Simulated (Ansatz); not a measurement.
Two members of one family (InN nanocrystals, H-capped), computed with Ansatz in the gas phase; def2 core potentials for In, no spin–orbit coupling. Binding counts from free atoms in the multiplicity of their measured ground term, without zero-point energy. Sets without diffuse functions give affinities that are too small. A dash marks a value that wasn't run or was left out as unsound. The structures are stationary points that may keep the symmetry of their start. Remarks come from the PBE and PBE0 runs and from stability tests at other levels; not every state was tested. A HOMO above zero means that the electron is unbound at that level and held by the basis, or that self-interaction error raises the level; the energy of removing that electron tells which. HOMO above LUMO (over both spins in singlets and doublets, within one spin in higher multiplets; at PBE or PBE0), or a gap under 0.15 eV within one spin, warns that the state may not be the lowest or that an electron is smeared out.

First: In7N7H20, cut from zinc blende (singlet, charge 0, PBE-D4/def2-SVP geometry).

| atom | x (Å) | y (Å) | z (Å) |
| --- | --- | --- | --- |
| In1 | -2.4060 | -2.3766 | -0.4956 |
| In2 | 2.2290 | 1.1558 | 2.4621 |
| In3 | -1.5182 | 0.5122 | 1.4703 |
| In4 | 1.0899 | -1.8698 | 0.2263 |
| In5 | -0.0205 | -1.3068 | -3.1580 |
| In6 | 0.8764 | 1.5861 | -1.2021 |
| In7 | -2.6191 | 1.0679 | -1.9183 |
| N8 | 2.4659 | -0.9288 | 1.8348 |
| N9 | -0.8856 | -1.4842 | 0.9829 |
| N10 | -1.9907 | -1.0315 | -2.1979 |
| N11 | 0.1002 | 1.2320 | 2.9635 |
| N12 | 2.2693 | 2.2062 | 0.5415 |
| N13 | -1.0783 | 1.6400 | -0.3072 |
| N14 | 1.2788 | -0.5143 | -1.4321 |
| H15 | -3.9491 | -1.9786 | 0.2287 |
| H16 | -1.7638 | -3.9734 | -0.8147 |
| H17 | 3.3337 | 1.7266 | 3.6819 |
| H18 | -2.9764 | 0.7930 | 2.3697 |
| H19 | 1.7120 | -3.4877 | 0.1337 |
| H20 | 0.3912 | -3.0072 | -3.2188 |
| H21 | 0.2130 | -0.1133 | -4.4158 |
| H22 | 1.3286 | 2.7228 | -2.4332 |
| H23 | -4.1411 | 1.1361 | -1.0585 |
| H24 | -2.1332 | 2.0339 | -3.2950 |
| H25 | 2.4025 | -1.5385 | 2.6646 |
| H26 | 3.4349 | -1.0725 | 1.5085 |
| H27 | -1.0284 | -2.0777 | 1.8175 |
| H28 | -2.6476 | -1.3719 | -2.9228 |
| H29 | -0.0587 | 0.7082 | 3.8393 |
| H30 | -0.1505 | 2.2008 | 3.2181 |
| H31 | 2.0984 | 3.2116 | 0.7060 |
| H32 | 3.2313 | 2.1864 | 0.1675 |
| H33 | -1.3195 | 2.6283 | -0.1255 |
| H34 | 2.2315 | -0.6153 | -1.8213 |

```tsv
level	HOMO (eV)	LUMO (eV)	gap (eV)	vertical EA (eV)	binding per atom (eV)
PBE-D4/def2-SVP	-5.51	-2.04	3.47	–	2.92
PBE-D4/def2-TZVP	-5.60	-2.30	3.30	0.81	2.92
r2SCAN-D4/def2-TZVP	-5.84	-2.01	3.83	–	2.88
PBE0-D4/def2-SVP	-6.66	-1.19	5.46	–	2.86
PBE0-D4/def2-TZVP	-6.74	-1.51	5.23	0.50	2.86
```

Remarks: HOMO above zero (-1 doublet).

Second: In8N8H22, cut from wurtzite (singlet, charge 0, PBE-D4/def2-SVP geometry).

Cartesian coordinates in Å:
```
In -0.2422 -1.8867 -3.7215
N -0.1307 0.3726 -3.8778
N -0.3914 -1.9584 -1.4937
In 1.4306 -1.1901 -0.5490
In -0.3428 1.6856 -2.0763
N 1.2726 0.9928 -0.7755
N 1.1550 -1.5263 1.5994
In 2.9927 -0.9821 2.7485
In 1.2427 2.1284 1.0937
N 2.9358 1.2285 2.2493
In -2.3210 -1.1845 -0.8690
N -2.1002 0.9729 -1.0267
N -2.3007 -1.4586 1.3546
In -0.5917 -0.7016 2.5900
In -2.4166 2.0429 0.9237
N -0.5707 1.3991 2.0308
H 1.3351 -2.4530 -4.2004
H -1.8121 -2.2761 -4.3777
H 0.7648 0.6142 -4.3288
H -0.8424 0.6719 -4.5613
H -0.4021 -2.9711 -1.2753
H 2.9206 -1.8087 -1.2069
H -0.2927 3.3533 -2.5751
H 2.1457 1.2797 -1.2523
H 1.0885 -2.5548 1.7041
H 4.3876 -1.6025 1.9084
H 2.5976 -1.0386 4.4480
H 1.4820 3.8497 0.9739
H 3.8064 1.4622 1.7482
H 3.0123 1.7498 3.1372
H -3.7645 -1.8924 -1.5363
H -2.9080 1.2963 -1.5873
H -2.4563 -2.4549 1.5713
H -3.1435 -0.9759 1.7080
H -0.8636 -1.0825 4.2659
H -2.2647 3.7550 0.6081
H -3.7577 1.2188 1.7091
H -0.6545 1.9254 2.9188
```

Problem. What does the change do? Estimate second minus first.

Solution. 
| level | Δ HOMO (eV) | Δ LUMO (eV) | Δ gap (eV) | Δ vertical EA (eV) | Δ binding per atom (eV) |
| --- | --- | --- | --- | --- | --- |
| PBE-D4/def2-SVP | -0.49 | 0.27 | 0.75 | – | 0.04 |
| PBE-D4/def2-TZVP | -0.45 | 0.27 | 0.72 | -0.21 | 0.03 |
| r2SCAN-D4/def2-TZVP | -0.45 | 0.19 | 0.64 | – | 0.03 |
| PBE0-D4/def2-SVP | -0.53 | 0.29 | 0.82 | – | 0.03 |
| PBE0-D4/def2-TZVP | -0.49 | 0.31 | 0.79 | -0.27 | 0.03 |

Remarks: HOMO above zero (-1 doublet), gap within one spin near zero at PBE or PBE0 (-1 doublet).
